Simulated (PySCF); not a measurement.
H$_{2}$N (SMILES [NH2]), doublet, at a GFN2-xTB geometry. Base run: CAMB3LYP/pcseg-1 (PySCF).

Input for PySCF:
```python
from pyscf import gto, scf, dft

mol = gto.M(
    atom='''
N     0.006696    0.124713    0.034303
H    -0.852150   -0.390821   -0.124342
H     0.805275   -0.482171   -0.115779
''',
    basis='pcseg-1',
    charge=0,
    spin=1,
    verbose=4,
    symmetry=True,
)

mf = dft.UKS(mol)
mf.xc = 'camb3lyp'
mf.kernel()
mf.analyze()
```

Each row names what was changed in the base input (with any setting that the change needs).

| change | ΔE vs base (eV) | point group used | SCF cycles |
|---|---|---|---|
| base | 0.00 | C2v | 9 |
| irrep_nelec = A1:(3, 3) A2:(1, 0) B1:(0, 0) B2:(1, 1) | 45.26 | C2v | 8 |
| irrep_nelec = A1:(4, 3) A2:(0, 0) B1:(0, 0) B2:(1, 1) | 8.44 | C2v | 8 |
| symmetry_subgroup = Cs | 0.00 | Cs | 9 |
| irrep_nelec = A1:(2, 3) A2:(0, 0) B1:(1, 0) B2:(2, 1) | 10.36 | C2v | 8 |
| symmetry = off | 0.00 | C1 | 9 |
| irrep_nelec = A1:(2, 3) A2:(1, 0) B1:(1, 0) B2:(1, 1) | 45.44 | C2v | 8 |
| symmetry_subgroup = C2 | 0.00 | C2 | 9 |

Open shells are given as the SCF converged; they aren't shown to be the lowest states, and a large step between rows can be another state.
